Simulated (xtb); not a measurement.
BiCl$_{3}$, singlet, at a GFN2-xTB geometry (such geometries of metal compounds can be far from the true shape), atoms displaced at random by about 0.05 Å a coordinate; GFN1-xTB run with xtb.

xtb was given this input:
```
$ xtb mol.xyz --gfn 1 --opt --json

# file mol.xyz
4

Bi     0.03396972     0.03079864     0.58432963
Cl    -1.78244095    -1.05172222    -0.83201595
Cl     0.08145842     2.14012410    -0.79664734
Cl     1.74814481    -1.09216113    -0.78351161
```

Question: Write the output that xtb gives for this input, abridged.

Answer: 
```
   ID    Z sym.   atoms
    1   83 Bi     1
    2   17 Cl     2-4

           -------------------------------------------------
          |                Calculation Setup                |
           -------------------------------------------------

           -------------------------------------------------
          |                 G F N 1 - x T B                 |
           -------------------------------------------------

          ...................................................
          :                      SETUP                      :
          :.................................................:
          :  # basis functions                  34          :
          :  # atomic orbitals                  31          :
          :  # shells                           11          :
          :  # electrons                        26          :
          :  # halogen bonds                     0          :
          :  max. iterations                   250          :
          :  Hamiltonian                  GFN1-xTB          :
          :  restarted?                      false          :
          :  GBSA solvation                  false          :
          :  PC potential                    false          :
          :  electronic temp.          300.0000000     K    :
          :  accuracy                    1.0000000          :
          :  -> integral cutoff          0.2500000E+02      :
          :  -> integral neglect         0.1000000E-07      :
          :  -> SCF convergence          0.1000000E-05 Eh   :
          :  -> wf. convergence          0.2000000E-04 e    :
          :  Broyden damping             0.4000000          :
          :  net charge                          0          :
          :  unpaired electrons                  0          :
          ...................................................

 iter      E             dE          RMSdq      gap      omega  full diag
   1    -14.9981696 -0.149982E+02  0.747E+00    6.09       0.0  T
   2    -15.0606176 -0.624480E-01  0.124E+00    4.69       1.0  T
   3    -15.0716947 -0.110771E-01  0.204E+00    5.28       1.0  T
   4    -15.0746596 -0.296480E-02  0.600E-01    4.95       1.0  T
   5    -15.0757022 -0.104267E-02  0.142E-01    5.08       1.0  T
   6    -15.0757633 -0.610581E-04  0.117E-02    5.05       4.3  T
   7    -15.0757635 -0.194724E-06  0.777E-03    5.06       6.4  T
   8    -15.0757637 -0.194116E-06  0.118E-03    5.05      42.3  T
[...]
         :: total energy             -15.074648078062 Eh    ::
 * total energy  :   -15.0746481 Eh     change       -0.7105427E-14 Eh
 * total energy  :   -15.0551599 Eh     change        0.1948817E-01 Eh
 * total energy  :   -15.0778973 Eh     change       -0.2273734E-01 Eh
 * total energy  :   -15.0741956 Eh     change        0.3701617E-02 Eh
 * total energy  :   -15.0783205 Eh     change       -0.4124877E-02 Eh
 * total energy  :   -15.0781708 Eh     change        0.1497234E-03 Eh
 * total energy  :   -15.0783755 Eh     change       -0.2047462E-03 Eh
 * total energy  :   -15.0782985 Eh     change        0.7699050E-04 Eh
 * total energy  :   -15.0784095 Eh     change       -0.1109379E-03 Eh
 * total energy  :   -15.0784095 Eh     change       -0.7186971E-08 Eh
   *** GEOMETRY OPTIMIZATION CONVERGED AFTER 10 ITERATIONS ***
         :: total energy             -15.078409494260 Eh    ::
[...]
        15                         -0.2442408              -6.6461
        16                         -0.2441533              -6.6437
        17                         -0.0337939              -0.9196
        18                         -0.0337887              -0.9194
        19                         -0.0330745              -0.9000
        20                         -0.0323170              -0.8794
        21                         -0.0323132              -0.8793
        22                         -0.0318640              -0.8671
        23                         -0.0317135              -0.8630
        24                         -0.0317031              -0.8627
       ...                                ...                  ...
        31                          0.0643749               1.7517
      -------------------------------------------------------------
                  HL-Gap            0.2087344 Eh            5.6800 eV
             Fermi-level           -0.3585696 Eh           -9.7572 eV

  Mulliken/CM5 charges         n(s)   n(p)   n(d)
     1Bi    0.94005  1.00134   2.016  2.044  0.000
     2Cl   -0.31339 -0.33382   1.970  5.356 -0.012
     3Cl   -0.31331 -0.33375   1.970  5.356 -0.012
     4Cl   -0.31335 -0.33378   1.970  5.356 -0.012

Wiberg/Mayer (AO) data.
largest (>0.10) Wiberg bond orders for each atom

 ---------------------------------------------------------------------------
     #   Z sym  total        # sym  WBO       # sym  WBO       # sym  WBO
 ---------------------------------------------------------------------------
     1  83 Bi   2.627 --     3 Cl   0.876     4 Cl   0.876     2 Cl   0.875
     2  17 Cl   0.967 --     1 Bi   0.875
     3  17 Cl   0.967 --     1 Bi   0.876
     4  17 Cl   0.967 --     1 Bi   0.876
 ---------------------------------------------------------------------------

Topologies differ in total number of bonds
Writing topology from bond orders to xtbtopo.mol

 dipole moment from electron density (au)
     X       Y       Z
  -0.0229  -0.0023   2.6832  total (Debye):    6.820

optimized geometry written to: xtbopt.xyz

           -------------------------------------------------
          | TOTAL ENERGY              -15.078409494260 Eh   |
          | GRADIENT NORM               0.000057010258 Eh/α |
          | HOMO-LUMO GAP               5.679952225015 eV   |
           -------------------------------------------------

normal termination of xtb
```
